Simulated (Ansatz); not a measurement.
The cluster Zn6O5, relaxed as a singlet with RKS r2SCAN-D4/def2-SVP in Ansatz, starting from the GFN1-xTB geometry. Force threshold 0.03 eV/Å.

Another isomer (singlet) lies 0.54 eV lower at PBE0-D4/def2-TZVP; other spin states weren't run for this one.

Start:

```xyz
11

Zn    2.4035    0.3969   -0.8680
Zn    0.9113    2.7615    0.2119
Zn    0.4373   -1.9582   -0.5639
Zn   -2.2308   -1.0190    0.7157
Zn   -1.8896    1.8842    1.1572
Zn    0.7899   -4.2091   -1.3266
O    -2.9201    0.4811    1.3032
O     2.3675    2.1092   -0.4956
O    -1.2108   -2.2536    0.0251
O     1.9981   -1.2878   -1.0656
O    -0.6564    3.0949    0.9065
```

Question: Estimate the energy that the relaxation releases and the steps that it takes.

Answer: 0.63 eV, in 15 steps; 4.4 min on 4 threads of Arm Neoverse N1 on a shared host. No frequencies were taken in this run, so the end may be a saddle point.

Question: Does the start keep its bonding?

Answer: Bonds formed: Zn6–O9 (atoms count from 1).

Question: Predict the relaxed structure.

Answer: 
```csv
atom,x (Å),y (Å),z (Å)
Zn1,2.314,0.575,-0.795
Zn2,0.726,2.777,0.304
Zn3,0.897,-2.069,-0.801
Zn4,-1.843,-1.068,0.516
Zn5,-1.837,1.763,1.120
Zn6,-0.443,-4.249,-0.788
O7,-2.777,0.270,1.183
O8,2.260,2.297,-0.414
O9,-0.833,-2.362,-0.174
O10,2.367,-1.141,-1.173
O11,-0.830,3.207,1.020
```
Bond lengths (bridged metal pairs left out): 11 × O–Zn 1.76 to 2.02 Å.
